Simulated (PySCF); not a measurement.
## Calculated data, CH$_{6}$NSi

Calculation on a computer-drawn molecule: the log of a Hartree-Fock and frozen-core CCSD(T) single point meant for a local Hartree-Fock minimum, with one planted fault or none, to be diagnosed. Offsets are logged minus clean, where the clean run is the same molecule without the fault. The reference is restricted for singlets and unrestricted otherwise, and also for a bond in bohr or an excited solution. Adding or removing an electron swaps singlet and doublet. The excited solution moves the top pair (singlet) or top alpha electron (doublet) to the lowest empty orbital. Highest occupied and lowest empty are orbital energies over both spins, largest force is the largest gradient component, triples share is (T) over the correlation energy, the T1 limit is 0.02 restricted and 0.045 unrestricted, electrons count all cores, a negative frequency is imaginary (commonest isotopes), and the dipole is about the centre of nuclear charge. Program: PySCF 2.14.0.

Common to all runs: meant charge 1; meant multiplicity 1; meant basis cc-pV(D+d)Z; logged electrons 32; logged basis functions 81; logged SCF converged yes; logged CC converged yes; logged SCF stable within its kind yes; possible faults no fault, one electron removed, one electron added, multiplicity raised by two, geometry at a saddle point, SCF held on an excited solution, minimal basis STO-3G, one bond length entered in bohr, all coordinates scaled.

```json
{"entry": 1, "formula": "CH6NSi", "logged_structure": {"atoms_angstrom": [["C", -1.0329, 0.8195, 0.7959], ["Si", -1.3462, -0.9682, 0.5809], ["N", -1.9312, -1.9075, 1.7843], ["H", -1.289, 1.1625, 1.7986], ["H", 0.0242, 1.0238, 0.5996], ["H", -2.1391, 1.8739, -0.5975], ["H", -1.0942, -1.6679, -0.674], ["H", -2.1079, -2.8933, 1.6798], ["H", -2.1563, -1.5772, 2.7079]]}, "given": {"logged_spin_squared": 0.7056, "logged_highest_occupied [eV]": -17.185, "logged_lowest_empty [eV]": -4.5054, "logged_largest_force [hartree/bohr]": 0.01686, "logged_T1_diagnostic": 0.062611, "logged_D1_diagnostic": 0.28276, "logged_triples_share": 0.03526, "logged_dipole_magnitude [debye]": 0.98675, "logged_energy_HF [hartree]": -384.40939, "logged_energy_CCSD(T) [hartree]": -384.85779, "drawn_bonds_atom": [1, 2, 1, 1, 1, 2, 3, 3], "drawn_bonds_other_atom": [2, 3, 4, 5, 6, 7, 8, 9], "drawn_bonds_order": [1, 1, 1, 1, 1, 1, 1, 1]}, "results": {"planted_fault": "one bond length entered in bohr, row 5 of the drawn bonds", "HF_energy_offset_from_clean_run [kcal/mol]": 81.38, "CCSD(T)_energy_offset_from_clean_run [kcal/mol]": 82.99}, "notes": ["T1 above single-reference limit"]}
{"entry": 2, "formula": "CH6NSi", "logged_structure": {"atoms_angstrom": [["C", -0.9833, 0.7801, 0.7577], ["Si", -1.2816, -0.9217, 0.553], ["N", -1.8385, -1.816, 1.6986], ["H", -1.2271, 1.1067, 1.7123], ["H", 0.0231, 0.9746, 0.5708], ["H", -1.5406, 1.3113, 0.0557], ["H", -1.0417, -1.5878, -0.6416], ["H", -2.0067, -2.7544, 1.5991], ["H", -2.0528, -1.5015, 2.578]]}, "given": {"logged_spin_squared": 0.0, "logged_highest_occupied [eV]": -18.607, "logged_lowest_empty [eV]": -3.3317, "logged_largest_force [hartree/bohr]": 0.053224, "logged_T1_diagnostic": 0.011913, "logged_D1_diagnostic": 0.041646, "logged_triples_share": 0.024517, "logged_dipole_magnitude [debye]": 0.79713, "logged_energy_HF [hartree]": -384.51675, "logged_energy_CCSD(T) [hartree]": -384.95893, "drawn_bonds_atom": [1, 2, 1, 1, 1, 2, 3, 3], "drawn_bonds_other_atom": [2, 3, 4, 5, 6, 7, 8, 9], "drawn_bonds_order": [1, 1, 1, 1, 1, 1, 1, 1]}, "results": {"planted_fault": "all coordinates scaled, by -4.8 %", "HF_energy_offset_from_clean_run [kcal/mol]": 14.01, "CCSD(T)_energy_offset_from_clean_run [kcal/mol]": 19.52}}
```
